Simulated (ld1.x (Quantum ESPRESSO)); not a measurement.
u(r) = r·R(r): atom against pseudo-atom (In (Z = 49))

Columns: radius, all-electron u(r) and pseudo u(r) of the 4d shell (level -18.62 eV) of indium in the configuration [Kr] 4d10 5s2 5p1; PBE, scalar-relativistic, TM semilocal scheme, ld1.x (Quantum ESPRESSO) 7.5.

```json
{"r (bohr)": "0.120", "all-electron": "0.3484", "pseudo": "-0.0119"}
{"r (bohr)": "0.240", "all-electron": "0.4904", "pseudo": "-0.0872"}
{"r (bohr)": "0.360", "all-electron": "0.1558", "pseudo": "-0.2528"}
{"r (bohr)": "0.480", "all-electron": "-0.2899", "pseudo": "-0.4831"}
{"r (bohr)": "0.600", "all-electron": "-0.6474", "pseudo": "-0.7159"}
{"r (bohr)": "0.720", "all-electron": "-0.8698", "pseudo": "-0.8913"}
{"r (bohr)": "0.840", "all-electron": "-0.9725", "pseudo": "-0.9817"}
{"r (bohr)": "0.960", "all-electron": "-0.9904", "pseudo": "-0.9954"}
{"r (bohr)": "1.080", "all-electron": "-0.9554", "pseudo": "-0.9573"}
{"r (bohr)": "1.200", "all-electron": "-0.8913", "pseudo": "-0.8916"}
{"r (bohr)": "1.320", "all-electron": "-0.8138", "pseudo": "-0.8138"}
{"r (bohr)": "1.440", "all-electron": "-0.7324", "pseudo": "-0.7324"}
{"r (bohr)": "1.560", "all-electron": "-0.6527", "pseudo": "-0.6527"}
{"r (bohr)": "1.680", "all-electron": "-0.5777", "pseudo": "-0.5777"}
{"r (bohr)": "1.800", "all-electron": "-0.5089", "pseudo": "-0.5089"}
{"r (bohr)": "1.920", "all-electron": "-0.4467", "pseudo": "-0.4467"}
{"r (bohr)": "2.040", "all-electron": "-0.3912", "pseudo": "-0.3912"}
{"r (bohr)": "2.160", "all-electron": "-0.3419", "pseudo": "-0.3419"}
{"r (bohr)": "2.280", "all-electron": "-0.2985", "pseudo": "-0.2985"}
{"r (bohr)": "2.400", "all-electron": "-0.2603", "pseudo": "-0.2603"}
{"r (bohr)": "2.520", "all-electron": "-0.2268", "pseudo": "-0.2268"}
{"r (bohr)": "2.640", "all-electron": "-0.1975", "pseudo": "-0.1975"}
{"r (bohr)": "2.760", "all-electron": "-0.1720", "pseudo": "-0.1720"}
{"r (bohr)": "2.880", "all-electron": "-0.1496", "pseudo": "-0.1496"}
{"r (bohr)": "3.000", "all-electron": "-0.1301", "pseudo": "-0.1301"}
{"r (bohr)": "3.120", "all-electron": "-0.1132", "pseudo": "-0.1132"}
```

Task: How many radial nodes do the two functions have?

Result: The all-electron 4d function has n − l − 1 = 1; the pseudo-wave has 0, since the states of the same l below it are removed with the core.

Task: At about which radius was the pseudo-wave matched?

Result: 1.40 bohr. The columns agree to 0.0005 from 1.20 bohr on; several derivatives are matched, so the curves merge somewhat inside the radius.

Task: Is the pseudo-wave norm-conserving?

Result: Yes: the TM semilocal scheme keeps the norm inside the radius equal to the all-electron one, which fixes the energy derivative of the logarithmic derivative at the level.
